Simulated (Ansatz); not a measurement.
Ideal-gas functions of F₂H₃N₂V, SMILES `[NH]=[V]([NH2])([F])[F]` at 800 K and 1 bar, from an Ansatz frequency run at PBE0-D4/def2-TZVP.

Molar mass 119.98 g/mol, point group Cs (symmetry number 1), electronic degeneracy 1, moments of inertia 136.908, 139.41, 155.746 u Å². Harmonic wavenumbers (cm⁻¹, unscaled): 206, 210, 246, 249, 273, 353, 432, 482, 521, 662, 711, 770, 818, 1112, 1532, 3557, 3621, 3693.

Use S(trans) = R[1.5 ln M + 2.5 ln T − 1.1517]; rotational temperatures θ = 24.2544 K / I; S(rot) = R[ln(√π/σ · √(T³/θAθBθC)) + 1.5]; for each mode x = 1.438777 ν̃/T, S = R[x/(eˣ − 1) − ln(1 − e⁻ˣ)] and H = RT x/(eˣ − 1); 1 cm⁻¹ = 0.0119627 kJ/mol; R = 8.31446 J/(mol·K).

Problem. By hand: the entropy, in J/(mol·K).

Solution. Translation 189.1. Rotation: θ = 0.1772, 0.174, 0.1557 K, giving 122.8. Vibration, mode by mode: 16.62, 16.46, 15.16, 15.06, 14.31, 12.23, 10.62, 9.76, 9.15, 7.34, 6.81, 6.24, 5.82, 3.81, 2.10, 0.10, 0.09, 0.08, in all 151.8. Electronic 0.0. Sum 463.7 J/(mol·K).

Problem. By hand: H − E and G − E in kJ/mol, counted from the electronic energy.

Solution. Zero-point energy ½ × 19448 × 0.0119627 = 116.3; thermal vibration 60.3; translation, rotation and pV give 4 RT = 26.6. H − E = 203.2 kJ/mol, and G − E = 203.2 − 800 × 463.7/1000 = -167.8 kJ/mol.

Vibration gives 33 % of the entropy. The sum counts one conformer and one mirror image; others add a mixing term.
